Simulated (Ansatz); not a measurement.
C₄HfN₄O₄, SMILES `O=C=[N][Hf]([N]=C=O)([N]=C=O)[N]=C=O`: the same geometry under several functionals.

```yaml
crystal:
  periodic: [false, false, false]
  atoms:
    - {symbol: O, position_ang: [0.438982, -1.854773, 3.951593]}
    - {symbol: C, position_ang: [0.324098, -1.363772, 2.905584]}
    - {symbol: N, position_ang: [0.205298, -0.854672, 1.821137]}
    - {symbol: Hf, position_ang: [0.000040, -0.000335, 0.000748]}
    - {symbol: N, position_ang: [-0.734287, 1.870888, 0.213303]}
    - {symbol: C, position_ang: [-1.169965, 2.986027, 0.339803]}
    - {symbol: O, position_ang: [-1.590296, 4.061592, 0.461816]}
    - {symbol: N, position_ang: [1.801741, 0.082809, -0.911860]}
    - {symbol: C, position_ang: [2.874808, 0.132610, -1.455397]}
    - {symbol: O, position_ang: [3.909644, 0.180738, -1.980017]}
    - {symbol: N, position_ang: [-1.272612, -1.100069, -1.120341]}
    - {symbol: C, position_ang: [-2.028985, -1.754748, -1.790154]}
    - {symbol: O, position_ang: [-2.758467, -2.386315, -2.436206]}
basis:
  gaussian: {orbitals: def2-TZVPP}
hamiltonian: {xc: hse06, dispersion: d4}
output: {orbitals: {seedname: orbitals}}
```

```sh
$ ansatz run in.yaml --threads 4 --pin off --events-out ev --progress --plain --max-ram 46080MiB --backend cuda --devices 0, --max-vram 37GiB
```

It prints (some lines left out):

```
Functional definition: HSE06
2348 factors; their error is unknown
148 factors; integrals over basis functions are off by at most 3.8e-7 eV
mean field evaluation 1: about -19572.6444 eV, gradient 1.2e2 eV
mean field evaluation 2: about -19523.7378 eV, gradient 1.9e2 eV
mean field evaluation 4: about -19593.6452 eV, gradient 3.2e1 eV
mean field evaluation 8: about -19595.7746 eV, gradient 3.5e-1 eV
mean field evaluation 16: about -19595.8513 eV, gradient 4.8e-4 eV
mean field -19595.85128119 eV, -720.1342520386 hartree, gradient 3.1e-5 eV, S^2 0.000000; 0 other end points of the search recorded, 0 dependent functions left out
reference -19595.85133418 eV, -720.1342539861 hartree; 48, 48 occupied and 380, 380 virtual orbitals, 2348 factors
Total energy: -19596.16191876 eV, -720.1456677587 hartree
```

It took 4.3 s on 4 threads of an AMD EPYC 7R13 on a shared host and a share of an NVIDIA H100 80 GB, with 0.98 GiB of host memory at the peak.

With the line `hamiltonian: {xc: {name: LC-wPBE}}` (abridged; 3.8 s):

```
Functional definition: LC-wPBE
mean field evaluation 16: about -19604.8521 eV, gradient 1.5e-4 eV
mean field -19604.85211750 eV, -720.4650266721 hartree, gradient 2.8e-5 eV, S^2 0.000000
Total energy: -19604.85211751 eV, -720.4650266724 hartree
```

With the line `hamiltonian: {xc: {name: r2SCANh}, dispersion: d4}` (abridged; 4 s):

```
Functional definition: r2SCANh
mean field evaluation 16: about -19607.1986 eV, gradient 7.2e-5 eV
mean field -19607.19855448 eV, -720.5512566406 hartree, gradient 2.5e-5 eV, S^2 0.000000
Total energy: -19607.31432137 eV, -720.5555109953 hartree
```

Changing it to `hamiltonian: {xc: pbe0, dispersion: d4}` (abridged; 4.3 s):

```
Functional definition: PBE0
mean field evaluation 16: about -19596.6948 eV, gradient 3.8e-4 eV
mean field -19596.69475959 eV, -720.1652492981 hartree, gradient 4.2e-5 eV, S^2 0.000000
Total energy: -19597.02313491 eV, -720.1773168685 hartree
```

Changing it to `hamiltonian: {xc: {name: r2SCAN0}, dispersion: d4}` (abridged; 5.5 s):

```
Functional definition: r2SCAN0
mean field evaluation 16: about -19604.4573 eV, gradient 5.3e-4 eV
mean field -19604.45728671 eV, -720.4505169081 hartree, gradient 4.9e-5 eV, S^2 0.000000
Total energy: -19604.58419846 eV, -720.4551808291 hartree
```

With the line `hamiltonian: {xc: lda}` (abridged; 3.2 s):

```
Functional definition: SPW92
mean field evaluation 16: about -19472.5385 eV, gradient 3.9e-3 eV
mean field -19472.53845080 eV, -715.6025891064 hartree, gradient 4.9e-5 eV, S^2 0.000000
Total energy: -19472.53850112 eV, -715.6025909553 hartree
```

HSE06 is the plane-wave form, built on full-range PBE exchange.
